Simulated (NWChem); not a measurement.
Program: NWChem. System: C3H6OSi, charge 0, spin multiplicity 1, displaced from the optimised geometry. The structure started from a generated list of species. Level: B3LYP/def2-SVP, VWN1-RPA local correlation.

NWChem printed:

```
             Northwest Computational Chemistry Package (NWChem) 7.3.0
             --------------------------------------------------------

                                NWChem Input Module
                                -------------------

 Scaling coordinates for geometry "geometry" by  1.889725989
 (inverse scale =  0.529177249)

                             Geometry "geometry" -> ""
                             -------------------------

 Output coordinates in angstroms (scale by  1.889725989 to convert to a.u.)

  No.       Tag          Charge          X              Y              Z
 ---- ---------------- ---------- -------------- -------------- --------------
    1 C                    6.0000    -2.03581600    -0.33172900     1.48392700
    2 C                    6.0000    -0.76520700     0.05202800     1.16634100
    3 Si                  14.0000    -0.24147000     0.67622700    -0.54944900
    4 C                    6.0000     1.37166900    -0.31327500    -1.11471300
    5 O                    8.0000     2.07790200    -0.90229100    -0.29733800
    6 H                    1.0000    -2.87168600    -0.29158300     0.74249600
    7 H                    1.0000    -2.30219000    -0.70753600     2.50241200
    8 H                    1.0000     0.02993500    -0.02468800     1.95081000
    9 H                    1.0000     0.16900200     2.14882900    -0.53755900
   10 H                    1.0000    -1.35831800     0.49471200    -1.57348600
   11 H                    1.0000     1.66673700    -0.31072800    -2.22700900

 Effective nuclear repulsion energy (a.u.)     195.3664173365

            Nuclear Dipole moment (a.u.)
            ----------------------------
        X                 Y               Z
 ---------------- ---------------- ----------------
    -0.0000151178    -0.0000000000     0.0000075589


 Summary of "ao basis" -> "" (spherical)
 ------------------------------------------------------------------------------
       Tag                 Description            Shells   Functions and Types
 ---------------- ------------------------------  ------  ---------------------
 *                          def2-svp                  on all atoms

                                 NWChem DFT Module
                                 -----------------

 Summary of "ao basis" -> "ao basis" (spherical)
 ------------------------------------------------------------------------------
       Tag                 Description            Shells   Functions and Types
 ---------------- ------------------------------  ------  ---------------------
 C                          def2-svp                 6       14   3s2p1d
 Si                         def2-svp                 8       18   4s3p1d
 O                          def2-svp                 6       14   3s2p1d
 H                          def2-svp                 3        5   2s1p

 Summary of "ao basis" -> "ao basis" (spherical)
 ------------------------------------------------------------------------------
       Tag                 Description            Shells   Functions and Types
 ---------------- ------------------------------  ------  ---------------------
 C                          def2-svp                 6       14   3s2p1d
 Si                         def2-svp                 8       18   4s3p1d
 O                          def2-svp                 6       14   3s2p1d
 H                          def2-svp                 3        5   2s1p

            General Information
            -------------------
          SCF calculation type: DFT
          Wavefunction type:  closed shell.
          No. of atoms     :    11
          No. of electrons :    46
           Alpha electrons :    23
            Beta electrons :    23
          Charge           :     0
          Spin multiplicity:     1
          Use of symmetry is: off; symmetry adaption is: off
          Maximum number of iterations: 100
          AO basis - number of functions:   104
                     number of shells:    50
          Convergence on energy requested:  1.00D-06
          Convergence on density requested:  1.00D-05
          Convergence on gradient requested:  5.00D-04

              XC Information
              --------------
[...]
    50     -0.164038   4 C  px               65     -0.152986   5 O  py

 Vector   24  Occ=0.000000D+00  E=-6.123950D-02
              MO Center=  1.2D+00, -3.2D-01, -7.8D-01, r^2= 2.6D+00
   Bfn.  Coefficient  Atom+Function         Bfn.  Coefficient  Atom+Function
  ----- ------------  ---------------      ----- ------------  ---------------
    54      0.388607   4 C  py               51      0.379217   4 C  py
    65     -0.346614   5 O  py               68     -0.344881   5 O  py
    91     -0.288054   9 H  s                40      0.267047   3 Si py
    50      0.228400   4 C  px               53      0.226883   4 C  px
    64     -0.217591   5 O  px               67     -0.217872   5 O  px

 Vector   25  Occ=0.000000D+00  E=-3.004161D-02
              MO Center= -1.1D+00, -4.5D-02,  9.6D-01, r^2= 3.5D+00
   Bfn.  Coefficient  Atom+Function         Bfn.  Coefficient  Atom+Function
  ----- ------------  ---------------      ----- ------------  ---------------
     8      0.520060   1 C  py               22     -0.425710   2 C  py
     5      0.391948   1 C  py               19     -0.322491   2 C  py
    41     -0.229754   3 Si pz               49     -0.223139   4 C  s
    23     -0.208502   2 C  pz               91      0.197788   9 H  s
    40     -0.190366   3 Si py               53      0.187881   4 C  px

 Vector   26  Occ=0.000000D+00  E= 3.516786D-02
              MO Center= -5.0D-01,  5.8D-01, -5.5D-01, r^2= 5.4D+00
   Bfn.  Coefficient  Atom+Function         Bfn.  Coefficient  Atom+Function
  ----- ------------  ---------------      ----- ------------  ---------------
    17      1.107464   2 C  s                41     -1.049464   3 Si pz
    49     -1.018448   4 C  s                39      0.752067   3 Si px
     3      0.476117   1 C  s                76     -0.467240   6 H  s
   101      0.461601  11 H  s                86     -0.395804   8 H  s
    22      0.309825   2 C  py               81     -0.291638   7 H  s

 center of mass
 --------------
 x =   0.10160513 y =  -0.02877404 z =  -0.01838248

 moments of inertia (a.u.)
 ------------------
         428.217582392135         108.435060483817         289.292496295006
         108.435060483817         907.487788076999          37.164924229921
         289.292496295006          37.164924229921         721.491518684417

     Multipole analysis of the density
     ---------------------------------

     L   x y z        total         alpha         beta         nuclear
     -   - - -        -----         -----         ----         -------
     0   0 0 0     -0.000000    -23.000000    -23.000000     46.000000

     1   1 0 0     -0.678556     -0.339271     -0.339271     -0.000015
     1   0 1 0      0.305829      0.152914      0.152914     -0.000000
     1   0 0 1     -0.200563     -0.100285     -0.100285      0.000008

     2   2 0 0    -30.400038   -181.658514   -181.658514    332.916991
     2   1 1 0      2.552782     27.008332     27.008332    -51.463882
     2   1 0 1     -1.500352     80.028311     80.028311   -161.556975
     2   0 2 0    -30.294809    -50.367638    -50.367638     70.440467
     2   0 1 1     -0.328505     12.024525     12.024525    -24.377554
     2   0 0 2    -25.942810   -106.010263   -106.010263    186.077716

            General Information
            -------------------
          SCF calculation type: DFT
          Wavefunction type:  closed shell.
          No. of atoms     :    11
          No. of electrons :    46
           Alpha electrons :    23
            Beta electrons :    23
          Charge           :     0
          Spin multiplicity:     1
          Use of symmetry is: off; symmetry adaption is: off
          Maximum number of iterations: 100
          AO basis - number of functions:   104
                     number of shells:    50
          Convergence on energy requested:  1.00D-06
          Convergence on density requested:  1.00D-05
          Convergence on gradient requested:  5.00D-04

              XC Information
              --------------
                         B3LYP Method XC Potential
                     Hartree-Fock (Exact) Exchange  0.200
                        Slater Exchange Functional  0.800 local
                    Becke 1988 Exchange Functional  0.720 non-local
              Lee-Yang-Parr Correlation Functional  0.810
                  VWN I RPA Correlation Functional  0.190 local

             Grid Information
             ----------------
          Grid used for XC integration:  fine
          Radial quadrature: Mura-Knowles
          Angular quadrature: Lebedev.
          Tag              B.-S. Rad. Rad. Pts. Rad. Cut. Ang. Pts.
          ---              ---------- --------- --------- ---------
          C                   0.70       70          13.0       590
          Si                  1.10      123          11.0       770
          O                   0.60       70          13.0       590
          H                   0.35       60          14.0       590
          Grid pruning is: on
          Number of quadrature shells:   763
          Spatial weights used:  Erf1

          Convergence Information
          -----------------------
          Convergence aids based upon iterative change in
          total energy or number of iterations.
          Levelshifting, if invoked, occurs when the
          HOMO/LUMO gap drops below (HL_TOL):  1.00D-02
          DIIS, if invoked, will attempt to extrapolate
          using up to (NFOCK): 10 stored Fock matrices.

                    Damping( 0%)  Levelshifting(0.5)       DIIS
                  --------------- ------------------- ---------------
          dE  on:    start            ASAP                start
          dE off:    2 iters        100 iters           100 iters

      Screening Tolerance Information
      -------------------------------
          Density screening/tol_rho:  1.00D-10
          AO Gaussian exp screening on grid/accAOfunc:  14
          CD Gaussian exp screening on grid/accCDfunc:  20
          XC Gaussian exp screening on grid/accXCfunc:  20
          Schwarz screening/accCoul:  1.00D-08

                            NWChem DFT Gradient Module
                            --------------------------

  charge          =   0.00
  wavefunction    = closed shell

                         DFT ENERGY GRADIENTS

    atom               coordinates                        gradient
                 x          y          z           x          y          z
   1 C      -3.847134  -0.626877   2.804215   -0.011804  -0.003565   0.003005
   2 C      -1.446032   0.098319   2.204065    0.012627   0.004751  -0.005069
   3 Si     -0.456312   1.277884  -1.038308    0.000078  -0.000129  -0.000846
   4 C       2.592079  -0.592004  -2.106502   -0.014294   0.011264  -0.013965
   5 O       3.926665  -1.705083  -0.561887    0.019725  -0.016530   0.023092
   6 H      -5.426700  -0.551012   1.403114   -0.010617   0.000450  -0.009165
   7 H      -4.350508  -1.337049   4.728873   -0.003490  -0.004731   0.012606
   8 H       0.056569  -0.046654   3.686496    0.009910  -0.000888   0.009544
   9 H       0.319367   4.060698  -1.015839    0.002877   0.010294  -0.000061
  10 H      -2.566849   0.934870  -2.973457   -0.007936  -0.001133  -0.007245
  11 H       3.149676  -0.587191  -4.208437    0.002925   0.000219  -0.011896

                 ----------------------------------------
                 |  Time  |  1-e(secs)   |  2-e(secs)   |
                 ----------------------------------------
                 |  CPU   |       0.01   |       3.05   |
                 ----------------------------------------
                 |  WALL  |       0.01   |       3.05   |
                 ----------------------------------------

 Task  times  cpu:       18.0s     wall:       18.0s

 Total times  cpu:       18.0s     wall:       18.0s
```

### Question
Write an NWChem input that would produce this output.

### Answer
Several could match; the one computed here: 
```
start mol
memory heap 200 mb stack 800 mb global 1000 mb
geometry units angstroms nocenter noautoz noautosym
  C     -2.035816    -0.331729     1.483927
  C     -0.765207     0.052028     1.166341
  Si    -0.241470     0.676227    -0.549449
  C      1.371669    -0.313275    -1.114713
  O      2.077902    -0.902291    -0.297338
  H     -2.871686    -0.291583     0.742496
  H     -2.302190    -0.707536     2.502412
  H      0.029935    -0.024688     1.950810
  H      0.169002     2.148829    -0.537559
  H     -1.358318     0.494712    -1.573486
  H      1.666737    -0.310728    -2.227009
end
basis spherical
  * library def2-svp
end
dft
  xc b3lyp
  semidirect memsize 60000000 filesize 0
  iterations 100
  grid fine
end
task dft gradient
```
